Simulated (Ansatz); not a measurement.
`CCCCCCBr` → `CCCCCBr` + `[CH2]` (triplet)  (formal loss of a carbene)

Gas-phase electronic energies from Ansatz, PBE0-D4/def2-TZVP geometries. CBS: MP2 limit from def2 TZ/QZ plus the TZ coupled-cluster correction, frozen cores. This one scheme is used for every species. DFT in def2-TZVPP. HSE06 is defined as in plane-wave codes. Triplets are unrestricted, without spin–orbit coupling. For Br outer-core shells are correlated without core-valence functions, which leaves a few kJ/mol of doubt a bond. Scalar relativity is left out up to krypton. Each species was taken in one conformer, which may not be the lowest.

Task: Is it downhill or uphill in electronic energy at CCSD(T)/CBS, and by how much? (Best estimate.)

Result: Ansatz gave: Uphill: ΔE = +436.2 kJ/mol.

Task: What do these levels give: PBE-D4, B97M-V, r2SCANh-D4, BLYP, r2SCAN, PBE0, HSE06, RPA@PBE/def2-TZVPP, HF/def2-SVP, MP2/def2-SVP, HF/def2-QZVPP, MP2/CBS(def2)? (Estimate.)

Result: The calculation gave: PBE-D4 440.2, B97M-V 435.2, r2SCANh-D4 410.5, BLYP 412.2, r2SCAN 410.0, PBE0 427.1, HSE06 427.8, RPA@PBE/def2-TZVPP 419.0, HF/def2-SVP 295.8, MP2/def2-SVP 429.1, HF/def2-QZVPP 288.6, MP2/CBS(def2) 448.9 kJ/mol.

Largest T1 diagnostic among the species: 0.011.

From PBE to PBE0 (25 % exact exchange), in def2-TZVPP and without D4, ΔE moves by −6.8 kJ/mol. In def2-TZVPP, CCSD(T) changes the Hartree–Fock value by +136.5 kJ/mol (the triples alone add +11.0 kJ/mol) and MP2 by +149.2 kJ/mol. At CCSD(T), def2-SVP lies −15.9 kJ/mol from the extrapolated value and def2-TZVPP −11.2 kJ/mol.
